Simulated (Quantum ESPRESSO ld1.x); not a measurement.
Input (ld1.x (Quantum ESPRESSO 7.5)):

```
 &input
    zed=30.0,
    iswitch=1,
    rel=2,
    dft='PW91',
    config='2s1',
    rel_dist='energy',
    verbosity='high',
    lsmall=.true.,
    prefix='ld1',
    max_out_wfc=37,
    file_charge='ld1.rho',
 /
```

Command: `OMP_NUM_THREADS=1 ld1.x < ld1.in > ld1.out`

It prints (banner and zero overlaps left out):

```
     Program LD1 v.7.5 starts

     --------------------------- All-electron run ----------------------------

     dirac relativistic calculation

     atomic number is 30.00
     dft =PW91   lsd =0 sic =0 latt =0  beta=0.20 tr2=1.0E-14
     Exchange-correlation= PW91
                           (   1   4   2   2   0   0   0)
     mesh =2001 r(mesh) =  99.36527 a.u. xmin = -8.00 dx = 0.00800
     1 Ry =  13.60569312 eV, c = 137.03599908

     n l j   nl                  e(Ry)          e(Ha)          e(eV)
     Spin orbit split results
     2 0 0.5 2S 1( 1.00)    -224.569883056    -112.284941528  -3055.4289135
     Averaged results
     2 0     2S 1( 1.00)    -224.569883056    -112.284941528  -3055.4289135

     final scf error:  6.5E-15 reached in  33 iterations

     Etot =    -228.007046 Ry,    -114.003523 Ha,   -3102.193898 eV

     Ekin =     235.048248 Ry,     117.524124 Ha,    3197.994327 eV
     Encl =    -463.506020 Ry,    -231.753010 Ha,   -6306.320671 eV
     Eh   =       4.594609 Ry,       2.297305 Ha,      62.512841 eV
     Exc  =      -4.143883 Ry,      -2.071941 Ha,     -56.380395 eV
```

Run on one thread of a shared host, so times are rough (Intel(R) Xeon(R) Processor @ 2.60GHz): 0.58 s of CPU time, 0.62 s wall, 33 iterations on 2001 mesh points.
